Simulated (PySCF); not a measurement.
A species of formula C5H9NO has this rotational fingerprint, computed with PBE0/def2-SVPD in PySCF (dipole) on a GFN2-xTB geometry, gas phase:

- Rotational constants: A = 8499, B = 1157, C = 1032 MHz
- Dipole components: |μa| = 0.76 D, |μb| = 3.66 D, |μc| = 0.01 D
- Inertial defect: -6.28 u·Å²
- κ: -0.97

Question: Which candidate fits, each taken in the one conformer that was computed?
A. `[CH3:1]/[N:2]=[CH:3]/[CH:4]1[CH2:5][O:6][CH2:7]1` with N2–C3–C4–C5 -131°
B. `[CH3:1]/[CH:2]=[CH:3]/[NH:4][C:5]([CH3:6])=[O:7]` with C2–C3–N4–C5 -179°, C3–N4–C5–C6 180°
C. `[CH2:1]=[CH:2][CH2:3][CH2:4][NH:5][CH:6]=[O:7]` with C1–C2–C3–C4 -110°, C2–C3–C4–N5 -65°, C3–C4–N5–C6 -105°, C4–N5–C6–O7 -3°
D. `[CH2:1]=[N:2][C:3]1([O:4][CH3:5])[CH2:6][CH2:7]1` with C1–N2–C3–O4 10°, N2–C3–O4–C5 80°
E. `[CH3:1][C:2](=[O:3])[N:4]1[CH2:5][C@@H:6]1[CH3:7]` with C1–C2–N4–C5 -145°

Answer: B. It is C/C=C/NC(C)=O, a near-prolate asymmetric top. The candidates at the same level (rigid rotor, commonest isotopes):

```json
{"SMILES": "CC(=O)N1C[C@@H]1C", "A (MHz)": "4961", "B (MHz)": "1932", "C (MHz)": "1494", "μa (D)": "3.59", "μb (D)": "1.86", "μc (D)": "1.08", "Δ (u·Å²)": "-25.25", "point group": "C1", "rotor": "asymmetric top"}
{"SMILES": "C/N=C/C1COC1", "A (MHz)": "9048", "B (MHz)": "1274", "C (MHz)": "1212", "μa (D)": "1.39", "μb (D)": "0.00", "μc (D)": "0.52", "Δ (u·Å²)": "-35.65", "point group": "Cs", "rotor": "near-prolate asymmetric top"}
{"SMILES": "C/C=C/NC(C)=O", "A (MHz)": "8499", "B (MHz)": "1157", "C (MHz)": "1032", "μa (D)": "0.76", "μb (D)": "3.66", "μc (D)": "0.01", "Δ (u·Å²)": "-6.28", "point group": "near Cs", "rotor": "near-prolate asymmetric top"}
{"SMILES": "C=CCCNC=O", "A (MHz)": "8740", "B (MHz)": "1157", "C (MHz)": "1105", "μa (D)": "2.96", "μb (D)": "2.15", "μc (D)": "0.73", "Δ (u·Å²)": "-37.46", "point group": "C1", "rotor": "near-prolate asymmetric top"}
{"SMILES": "C=NC1(OC)CC1", "A (MHz)": "3276", "B (MHz)": "2959", "C (MHz)": "1889", "μa (D)": "0.52", "μb (D)": "0.90", "μc (D)": "0.48", "Δ (u·Å²)": "-57.46", "point group": "C1", "rotor": "asymmetric top"}
```

`CC(=O)N1C[C@@H]1C` has B 67 % too high; `C=NC1(OC)CC1` has B 156 % too high; `C/N=C/C1COC1` has C 17 % too high; `C=CCCNC=O` has C 7 % too high. No structure here is proved a minimum.
